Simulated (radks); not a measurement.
Values are calculated unless marked as measured or tabulated.
Problem. The table gives one normalised radial function P(r) = r R(r) of Mn10+ in [Ne] 3s2 3p3 (r in bohr). Code: a radial shooting solver on a logarithmic mesh with Libxc functionals. Model: scalar-relativistic Kohn-Sham, LDA (Slater exchange, Perdew-Wang correlation), spin-unpolarised, spherical densities, finite nucleus; Fermi nuclear charge, rms radius 3.7057 fm.

r,P
0.002015,0.0655
0.002254,0.0727
0.002521,0.0806
0.00282,0.0893
0.003179,0.0996
0.003556,0.1101
0.003977,0.1215
0.004449,0.1340
0.004976,0.1476
0.005566,0.1623
0.006225,0.1781
0.006963,0.1950
0.007851,0.2143
0.008781,0.2334
0.009822,0.2533
0.01099,0.2740
0.01229,0.2953
0.01374,0.3166
0.01537,0.3377
0.0172,0.3580
0.01939,0.3781
0.02169,0.3945
0.02426,0.4075
0.02713,0.4160
0.03035,0.4187
0.03394,0.4142
0.03796,0.4010
0.04246,0.3774
0.04788,0.3389
0.05355,0.2893
0.0599,0.2254
0.067,0.1468
0.07494,0.0538
0.08382,-0.0521
0.09375,-0.1681
0.1049,-0.2902
0.1182,-0.4210
0.1322,-0.5349
0.1479,-0.6318
0.1654,-0.7014
0.1851,-0.7336
0.207,-0.7189
0.2315,-0.6498
0.259,-0.5224
0.292,-0.3227
0.3266,-0.0848
0.3653,0.1885
0.4086,0.4772
0.457,0.7568
0.5111,1.0011
0.5717,1.1855
0.6395,1.2911
0.721,1.3064
0.8064,1.2324
0.902,1.0881
1.009,0.8978
1.128,0.6898
1.262,0.4912
1.412,0.3220
1.579,0.1929
1.78,0.0998
1.991,0.0482
2.228,0.0206
2.491,0.0077

Which n and l does it have? It may be an empty orbital.

Solution. n = 3, l = 0: the number of nodes gives n - l - 1 = 2, the rise at small r (about r^(l+1)) gives l, and the extent must fit the shell. The curve is that of 3s. 3s: eigenvalue -299.49 eV, 2 radial nodes at r = 0.0794, 0.339 bohr, <r> = 0.755 bohr, 90 % of the charge inside 1.10 bohr.
